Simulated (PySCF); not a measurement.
GaH₆N₃, SMILES [NH2][Ga]([NH2])[NH2]. Atoms are numbered in the order given.

```xyz
10

Ga     0.0116     0.0021     0.0000
N     -0.0931     0.9148    -1.5977
H      0.2116     1.8914    -1.6206
H      0.2395     0.4417    -2.4419
N      0.0812    -1.8407     0.0000
H     -0.2633    -2.3276     0.8320
H     -0.2633    -2.3276    -0.8320
N     -0.0931     0.9148     1.5977
H      0.2395     0.4417     2.4419
H      0.2116     1.8914     1.6206
```
Charge 0, spin multiplicity 1.

Geometry: PBE-D3(BJ)/def2-SVP. The structure was generated by enumeration; whether it is a known compound was not checked. The values are those of a single conformer.

Two levels are set side by side: PBE/pcSseg-1 (PySCF) and HF/pcSseg-1 (PySCF). GIAO shifts against NH3 (¹⁵N), TMS (¹H) at the same level; non-relativistic, no solvent, atoms listed together averaged. Differences are taken from unrounded values.

| quantity | HF |
|---|---|
| δ(¹⁵N) of N2, N5, N8 (ppm) | -3.6 |
| δ(¹H) of H3, H4, H6, H7, H9, H10 (ppm) | 0.52 |

Task: What does PBE give, and how far is it from HF? (Estimate from the structure and the level; the computed values follow.)

Result: 
```
quantity                                 PBE  PBE minus HF
--------------------------------------  ----  ------------
δ(¹⁵N) of N2, N5, N8 (ppm)              20.7          24.3
δ(¹H) of H3, H4, H6, H7, H9, H10 (ppm)  0.75          0.22
```

Rough cost on one machine, each run with all the roots and properties that it gave: HF against PBE within a factor of 2.
